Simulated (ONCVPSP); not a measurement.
## S (Z = 16): one change to an ONCV potential, before and after

ONCVPSP 4.0.1 input, shortened (lines: element, Z, core and valence counts, functional; n l f; lmax; l rc ep ncon nbas qcut; lloc lpopt rc5 dvloc0; l nproj debl; icmod fcfact rcfact), LDA (Perdew-Wang 92), scalar-relativistic:

```
  S 16.00    3    2  -001012      upf
    1    0    2.00
    2    0    2.00
    2    1    6.00
    3    0    2.00
    3    1    2.50
    2
    0    1.45    0.00    4    7    5.60
    1    1.10    0.00    3    7    6.90
    2    1.55    0.29    3    7    7.20
    4    2    1.10    0.00
    0    2    2.10
    1    2    3.20
    2    3    2.90
    3    3.75    1.65
```

In the d channel the program set the typed energies aside and used 0.050, 2.950, 5.850 Ha.

All-electron outer shells of the reference configuration (LDA (PZ), scalar-relativistic, ld1.x):

```json
{"shell": "2s", "level (eV)": "-229.24", "outermost node (bohr)": "0.13", "outermost maximum (bohr)": "0.39"}
{"shell": "2p", "level (eV)": "-175.01", "outermost node (bohr)": "–", "outermost maximum (bohr)": "0.33"}
{"shell": "3s", "level (eV)": "-33.36", "outermost node (bohr)": "0.60", "outermost maximum (bohr)": "1.37"}
{"shell": "3p", "level (eV)": "-22.32", "outermost node (bohr)": "0.58", "outermost maximum (bohr)": "1.51"}
```

Change: core correction Teter function fitted to the true core (icmod 2), fcfact 0.6.

Cutoffs: the cutoffs (Ha) at which the residual kinetic energy of the hardest occupied pseudo-wave falls to 1 and 0.1 mHa per electron; they do not see the model core or the augmentation charge, which bear on the density cutoff. Errors are all-electron minus pseudo energies relative to the spin-unpolarised reference configuration.

**Question.** What does the change do?

**Answer.** The potential gets neither clearly harder nor softer (26 Ha and 141 Ha → 26 Ha and 141 Ha); of the 4 tests that both files solve, the error grows in 3 and shrinks in 1 by more than 15 % and 0.3 meV (median size 2.6 → 5.6 meV); neither file shows a bound ghost. A model core, the more so a compact one, raises the density cutoff, which this test does not measure.

| quantity | base | changed |
| --- | --- | --- |
| cutoff, loose | 26 Ha | 26 Ha |
| cutoff, tight | 141 Ha | 141 Ha |
| bound ghosts | none | none |
| GHOST(+) flags under 300 eV | none | none |
| error for 3s2 3p4, meV [ΔE -21.64 eV] | +2.6 | +12 |
| error for 3s2 3p3, meV [ΔE -9.79 eV] | +1.7 | +3.4 |
| error for 3s2 3p2, meV [ΔE 12.58 eV] | -3.3 | -0.6 |
| error for 3s2 3p3.5, meV [ΔE -16.94 eV] | +2.5 | +7.8 |
| s: phases at 1.47 bohr within 0.05 rad from the reference energy up to (Ha; the scan ends near 5) | 4.4 | 4.4 |
| p: phases at 1.12 bohr within 0.05 rad from the reference energy up to (Ha; the scan ends near 5) | to the end of the scan | to the end of the scan |
| d: phases at 1.57 bohr within 0.05 rad from the reference energy up to (Ha; the scan ends near 5) | to the end of the scan | to the end of the scan |
| rms error of d²Exc/dni dnj with the model core, mHa | 1.86 | 1.06 |
